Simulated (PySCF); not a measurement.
Species: C7H16N2Si.
Atom-mapped SMILES: `[CH3:1][CH:2]([CH3:3])[C:4]1=[N:5][N:6]([CH3:7])[CH2:8][C@H:9]1[SiH3:10]` (hydrogens: H11, H12, H13 on C1; H14 on C2; H15, H16, H17 on C3; H18, H19, H20 on C7; H21, H22 on C8; H23 on C9; H24, H25, H26 on Si10)

Computed with PySCF at PBE0/pcSseg-1, non-relativistic, on one gas-phase PBE0-D3(BJ)/def2-SVP geometry that isn't relaxed in the solvent. The solvent is an IEF-PCM continuum (van der Waals radii × 1.2). Specific hydrogen bonds and non-electrostatic terms are outside this model.

Gas phase at PBE0/pcSseg-1: HOMO -5.74 eV, LUMO 0.21 eV, dipole 1.72 D.

Task: What does the continuum do to the energy, the frontier levels and the dipole at PBE0/pcSseg-1 in benzene and tetrahydrofuran?

Result: 
```tsv
solvent	ε	E(solvent) − E(gas) (kcal/mol)	polarisation term (kcal/mol)	distortion of the solute (kcal/mol)	HOMO (eV)	LUMO (eV)	dipole (D)
benzene	2.271	-1.92	-2.08	0.16	-5.73	0.22	2.08
tetrahydrofuran	7.426	-3.79	-4.47	0.68	-5.76	0.18	2.52
```

The polarisation term is half the interaction of the solute with the surface charges that it induces; the rest is the cost of distorting the solute's density. The sum is the electrostatic part of solvation alone. From benzene to tetrahydrofuran the lowering changes by a factor 1.97, Onsager's factor (ε − 1)/(2ε + 1) by 1.77 and ε itself by 3.3.

Task: Which radius a makes the point-dipole formula ΔE = −[(ε − 1)/(2ε + 1)]·μ²/a³ give the value in tetrahydrofuran, with the gas-phase dipole?

Result: μ = 0.677 au and |ΔE| = 0.00605 Eh give a = 1.66 Å; the farthest nucleus lies 4.01 Å from the centroid of the nuclei, so such a sphere wouldn't even hold the nuclei. The formula assumes a rigid point dipole at the centre of a sphere.

Task: Which Mulliken charges (PBE0/pcSseg-1) respond most in benzene (means over atoms taken as equivalent)?

Result: 
```json
{"atoms": "N5", "environment": "C=N nitrogen", "gas (e)": "-0.225", "solvent (e)": "-0.243", "change": "-0.018"}
{"atoms": "H23", "environment": "methine hydrogen", "gas (e)": "+0.161", "solvent (e)": "+0.170", "change": "+0.009"}
{"atoms": "C1", "environment": "methyl carbon", "gas (e)": "-0.187", "solvent (e)": "-0.195", "change": "-0.008"}
{"atoms": "N6", "environment": "nitrogen bonded to 2 C and N", "gas (e)": "-0.445", "solvent (e)": "-0.453", "change": "-0.008"}
{"atoms": "H21", "environment": "methylene hydrogen", "gas (e)": "+0.128", "solvent (e)": "+0.134", "change": "+0.006"}
{"atoms": "C3", "environment": "methyl carbon", "gas (e)": "-0.231", "solvent (e)": "-0.237", "change": "-0.006"}
{"atoms": "C7", "environment": "N-methyl carbon", "gas (e)": "-0.063", "solvent (e)": "-0.068", "change": "-0.005"}
{"atoms": "H22", "environment": "methylene hydrogen", "gas (e)": "+0.103", "solvent (e)": "+0.108", "change": "+0.005"}
```
